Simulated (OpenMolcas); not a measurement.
Cu2+ with its 6 nearest oxide ions, on the Ca site of CaO (a = 4.8105 Å, distance in the model lattice 2.405 Å). The rest of the host is ab initio model potentials to 7.6 Å, with orthogonalisation functions on the cations behind the ligands, and point charges beyond; the distance is set by hand and nothing relaxes. Ligand basis ANO-RCC-VDZP.

| Property | Result |
| --- | --- |
| Program | OpenMolcas |
| Method | SS-CASPT2, IPEA 0.25 Eh, imaginary shift 0.1 Eh (closed shells correlated: 3s 3p and the ligand valence shells) |
| Basis | ANO-RCC-VTZP [6s5p3d2f1g] |
| Scalar Hamiltonian | DKH2, point nucleus |
| Active space | 9 electrons in 5 orbitals (3d) |
| State averaging | 2S+1 = 2 even, 5 roots |
| Spin-orbit coupling | state interaction with AMFI integrals over the reference wave functions |

All ligands move together. At R = 2.11 Å |10Dq| is 8534 cm-1, and at R = 2.405 Å it is 6021 cm-1.

Task: A third run gives 7345 cm-1. What distance was it run at?

Result: With a power law R^-n the two known points give n = -ln(6021 / 8534) / ln(2.405 / 2.11) = 2.67. Then R = 2.11 × (8534 / 7345)^(1/2.67) = 2.232 Å. The run was at 2.213 Å, so the estimate is off by +0.019 Å.

Roots that are degenerate in the reference are averaged as groups; the widest CASPT2 spread within a group is 86 cm-1 (the 3-fold group of multiplicity 2 near 6020 cm-1 above the lowest state of its run, R = 2.405). Shifts and gaps below about the spread of the groups concerned are not significant. Over all roots computed the reference weight is 0.70 in R = 2.11, 0.70 in R = 2.213, 0.69 to 0.70 in R = 2.405; a low but even weight reflects the number of correlated electrons. An orbital doublet at a regular site is open to a Jahn-Teller distortion, which this geometry leaves out. A single d shell leaves out the double-shell effect, which counts most for late 3d ions, where the CASPT2 field can be off either way by tens of per cent. Ligand-to-metal charge-transfer states are missing. With one d shell and no ligand orbital active, 10Dq can be off by tens of per cent for divalent 3d ions, low with halides held by bare charges and at times high in hosts, and the orbital part of g and χT goes as 1/10Dq. Free-ion shares, where given, are those of the reference states; single-state CASPT2 does not remix them. No measured value stands beside these numbers; the geometry was set by hand and not optimised.
